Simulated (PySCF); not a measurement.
**Ionisation energy of Sb(50+) by level of theory**

Sb(50+) 1s1 (2S) → Sb(51+) (bare nucleus), as a difference of total energies. All numbers are calculated (PySCF 2.14, the spin-free X2C one-electron Hamiltonian (Gaussian nucleus), in an uncontracted even-tempered set (17 s from 100 bohr⁻², ratio 2.2; 7 p from 150 bohr⁻², ratio 2.4; 4 d from 460 bohr⁻², ratio 2.4; 3 f from 690 bohr⁻², ratio 2.4; 3 g from 1000 bohr⁻², ratio 2.4)). The calculations carry no spin-orbit coupling.

```
 method  ionisation energy (eV)
    UHF                 36704.6
    LDA                 36641.9
    PBE                 36700.1
   PBE0                 36701.3
 r2SCAN                 36706.9
  B97-3                 36704.0
r2SCANh                 36706.7
```

For one electron Hartree-Fock is exact for this Hamiltonian up to the basis; QED and nuclear recoil make up the gap, and the density functionals add self-interaction.

For comparison: 36668.2 eV (theoretical estimate listed by NIST; NIST Atomic Spectra Database, ionization energies).
